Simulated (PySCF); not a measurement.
C3H5NSSi: core ionisation energies

Compound: C₃H₅NSSi.
Atom-mapped SMILES: `[H]/[N:1]=[CH:2]\[C:3]1=[CH:4][SiH2:5][S:6]1`

Level of theory: delta-SCF UKS SCAN, pcX-2 on the ionised atom, pcseg-1 elsewhere, spin-free X2C in PySCF. Vertical ΔSCF values, vacuum level as zero.

Problem. List the computed XPS lines with their assignment.

Solution. 
```tsv
atom(s)	bonded to	level	binding energy (eV)	2p1/2 (eV)	above the level's lowest (eV)	count
Si5	S, C and 2 H	Si 2p3/2	107.59	108.21	0.00	1
C4	C (double bond), H and Si	C 1s	289.93	–	0.00	1
C3	S, C (double bond) and C	C 1s	291.59	–	+1.66	1
C2	N (double bond), C and H	C 1s	292.02	–	+2.09	1
N1	C (double bond) and H	N 1s	404.33	–	0.00	1
Si5	S, C and 2 H	Si 1s	1847.37	–	0.00	1
S6	C and Si	S 1s	2476.73	–	0.00	1
```

The listed C 1s values span 2.09 eV, from C4 (bonded to C (double bond), H and Si) to C2 (bonded to N (double bond), C and H). Summing the Pauling electronegativity differences to the bonded atoms, each weighted by its formal bond order, gives -1.00 for the lowest site and +0.63 for the highest; no listed site has a larger sum than the highest.

Problem. What is the longest wavelength that can ionise Si 2p3/2 of Si5 vertically?

Solution. λ = hc/E = 12398.42 eV Å / 107.59 eV = 115.238 Å.

Problem. Which effective nuclear charge Zeff reproduces each element's mean 1s value in the hydrogen-like formula E = 13.606 eV × Zeff²?

Solution. C (Z = 6): mean 291.2 eV, Zeff = 4.63, Z − Zeff = 1.37; N (Z = 7): mean 404.3 eV, Zeff = 5.45, Z − Zeff = 1.55; Si (Z = 14): mean 1847.4 eV, Zeff = 11.65, Z − Zeff = 2.35; S (Z = 16): mean 2476.7 eV, Zeff = 13.49, Z − Zeff = 2.51. Means run over the listed sites, weighted by atom count.

Not every level is listed. The unrestricted hole states depart most from a pure doublet (⟨S²⟩ = 0.75; over 0.85 named) for N 1s of N1 (0.98) and C 1s of C3 (0.94), which makes these values less certain. The 2p values add to the ΔSCF energy of one spin-free hole a correction within the shell (spin–orbit coupling, ligand field). 2p1/2 minus 2p3/2 (ligand field included): Si 0.63 eV. One conformer (not necessarily the lowest) at the GFN2-xTB geometry, without solvent, vibrations or thermal averaging.

The values belong to the conformer `[H]/[N:1]=[CH:2]\[C:3]1=[CH:4][SiH2:5][S:6]1`: N1–C2–C3–C4 180°.
